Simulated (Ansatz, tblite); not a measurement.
Cost and result up the ladder for the cluster Li4Te2⁺ (the lowest doublet isomer of a short search) (6 atoms). Charge 1, multiplicity 2. Geometry: PBE-D4/def2-SVP.

```csv
atom,x (Å),y (Å),z (Å)
Li1,1.0158,1.4317,1.0631
Li2,0.9531,-0.9144,-1.6028
Li3,-1.7809,1.0949,-0.9296
Li4,-0.3286,-2.5820,2.3650
Te5,0.7246,1.7069,-1.5355
Te6,-0.5840,-0.7371,0.6398
```

Ansatz on 4 threads of AMD EPYC 9B45 on a shared host; xTB runs through tblite on one thread. Times are rough, summed over both states, and most runs start from the orbitals of an earlier one. PBE-QIDH/def2-TZVP serves as the yardstick here, not as an exact answer. Differences are given only for rows in sets of like size (and for xTB, whose basis is part of the method), since another set adds its own error. The other state is a quartet at its own geometry, which has other bonds, so the gap mixes isomer and spin.

In the def2 sets Te takes a core potential; there is no spin–orbit coupling. The xTB rows come from tblite. LC-ωPBE has ω = 0.4 bohr⁻¹. HSE06 is defined as in plane-wave codes, on full-range PBE exchange. Correlated methods freeze 8 core orbitals; core or outer-core shells of Li, Te are correlated, in sets that lack core-valence functions. The rows differ in basis, and correlated rows in double-zeta sets carry the largest basis error. In CCSD on the charge 1 quartet the largest single amplitude is 0.30, so its Hartree–Fock determinant may place the open shell otherwise than the density functionals do. The structure comes from a short search, and lower isomers may exist.

Correlated methods converge slowly with the basis, most of all in double-zeta sets (MP2 moves by 0.12 eV from def2-SVP to def2-TZVP here).

xTB has no spin-polarisation term.

```csv
level,functions,wall time,quartet − doublet (eV),difference from PBE-QIDH/def2-TZVP (eV)
GFN1-xTB,34,0.006 s,2.40,-0.51
GFN2-xTB,34,0.011 s,1.56,-1.35
PBE-D4/def2-TZVP,156,2.1 s,2.42,-0.49
revPBE-D4/def2-TZVP,156,2.1 s,2.41,-0.50
MP2/def2-TZVP,156,2.6 s,3.07,0.15
HSE06-D4/def2-TZVP,156,3.4 s,2.63,-0.28
PBE0-D4/def2-TZVP (with forces),156,3.7 s,2.64,-0.27
r2SCAN-D4/def2-TZVP,156,4 s,2.58,-0.34
RPA@PBE/def2-TZVP,156,4.5 s,2.56,-0.35
LC-ωPBE/def2-TZVP,156,5.1 s,2.94,0.03
BHLYP-D4/def2-TZVP,156,5.3 s,2.98,0.07
PBE-QIDH/def2-TZVP,156,5.5 s,2.91,0.00
CCSD(T)/def2-SVP,88,16 s,2.68,–
```
